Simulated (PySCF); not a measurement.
Molfile (atoms numbered from 1):
```
C6H12OSi2
     RDKit          3D

 21 21  0  0  0  0  0  0  0  0999 V2000
    3.4498    1.9228   -1.0920 C   0  0  0  0  0  0  0  0  0  0  0  0
    2.3227    1.5301   -0.2680 C   0  0  0  0  0  0  0  0  0  0  0  0
    1.3796    1.1926    0.4285 C   0  0  0  0  0  0  0  0  0  0  0  0
   -0.0650    0.6975    1.4318 Si  0  0  2  0  0  4  0  0  0  0  0  0
    0.0959   -0.8873    1.9626 O   0  0  0  0  0  0  0  0  0  0  0  0
   -0.8382   -2.0036    1.1193 Si  0  0  0  0  0  4  0  0  0  0  0  0
   -1.5575   -0.8853   -0.2303 C   0  0  0  0  0  0  0  0  0  0  0  0
   -1.6210    0.5456    0.3502 C   0  0  2  0  0  0  0  0  0  0  0  0
   -1.8156    1.6291   -0.7027 C   0  0  0  0  0  0  0  0  0  0  0  0
    4.0881    1.0547   -1.3207 H   0  0  0  0  0  0  0  0  0  0  0  0
    4.0707    2.6742   -0.5798 H   0  0  0  0  0  0  0  0  0  0  0  0
    3.1110    2.3556   -2.0461 H   0  0  0  0  0  0  0  0  0  0  0  0
   -0.1998    1.6116    2.5984 H   0  0  0  0  0  0  0  0  0  0  0  0
    0.0075   -3.1143    0.5931 H   0  0  0  0  0  0  0  0  0  0  0  0
   -1.8822   -2.5778    2.0217 H   0  0  0  0  0  0  0  0  0  0  0  0
   -2.5374   -1.2208   -0.6103 H   0  0  0  0  0  0  0  0  0  0  0  0
   -0.8623   -0.9033   -1.0895 H   0  0  0  0  0  0  0  0  0  0  0  0
   -2.4638    0.5877    1.0676 H   0  0  0  0  0  0  0  0  0  0  0  0
   -0.9681    1.6490   -1.4066 H   0  0  0  0  0  0  0  0  0  0  0  0
   -2.7341    1.4592   -1.2883 H   0  0  0  0  0  0  0  0  0  0  0  0
   -1.8912    2.6311   -0.2502 H   0  0  0  0  0  0  0  0  0  0  0  0
  1  2  1  0
  2  3  3  0
  3  4  1  0
  4  5  1  0
  5  6  1  0
  6  7  1  0
  7  8  1  0
  8  9  1  0
  8  4  1  0
  1 10  1  0
  1 11  1  0
  1 12  1  0
  4 13  1  1
  6 14  1  0
  6 15  1  0
  7 16  1  0
  7 17  1  0
  8 18  1  1
  9 19  1  0
  9 20  1  0
  9 21  1  0
M  END
```

Geometry: PBE0-D3(BJ)/def2-SVP; GIAO absolute shieldings from PySCF 2.14, gas phase, non-relativistic, averaged over equivalent atoms.

At PBE0/pcSseg-1 (227 basis functions, 110 s wall time on 1 thread of an Arm Neoverse N1, shared host):
```json
{"atoms": "C2", "σ (ppm)": "71.0"}
{"atoms": "C3", "σ (ppm)": "100.1"}
{"atoms": "C8", "σ (ppm)": "164.8"}
{"atoms": "C9", "σ (ppm)": "166.4"}
{"atoms": "C7", "σ (ppm)": "166.5"}
{"atoms": "C1", "σ (ppm)": "178.7"}
{"atoms": "Si6", "σ (ppm)": "351.4"}
{"atoms": "Si4", "σ (ppm)": "366.8"}
{"atoms": "O5", "σ (ppm)": "282.4"}
{"atoms": "H14", "σ (ppm)": "26.13"}
{"atoms": "H13", "σ (ppm)": "26.30"}
{"atoms": "H15", "σ (ppm)": "26.32"}
{"atoms": "H10/H11/H12", "σ (ppm)": "29.30"}
{"atoms": "H19/H20/H21", "σ (ppm)": "30.06"}
{"atoms": "H16", "σ (ppm)": "30.35"}
{"atoms": "H18", "σ (ppm)": "30.35"}
{"atoms": "H17", "σ (ppm)": "30.41"}
```

Estimate the result of repeating the calculation with WP04/pcSseg-1.

Results:


```tsv
atoms	σ at WP04/pcSseg-1	change
C2	67.7	-3.3
C3	93.5	-6.6
C8	150.3	-14.5
C9	152.8	-13.6
C7	154.1	-12.4
C1	164.5	-14.2
Si6	349.1	-2.3
Si4	365.2	-1.6
O5	279.2	-3.2
H14	27.22	+1.09
H13	27.30	+1.00
H15	27.38	+1.06
H10/H11/H12	29.62	+0.32
H19/H20/H21	30.40	+0.34
H16	30.74	+0.39
H18	30.75	+0.40
H17	30.81	+0.40
```

The largest change is at C8 (sp3 CH bonded to Si). Cost: 227 basis functions, 85 s wall time on 1 thread of an Arm Neoverse N1, shared host. The order of the carbon signals is the same at both levels.
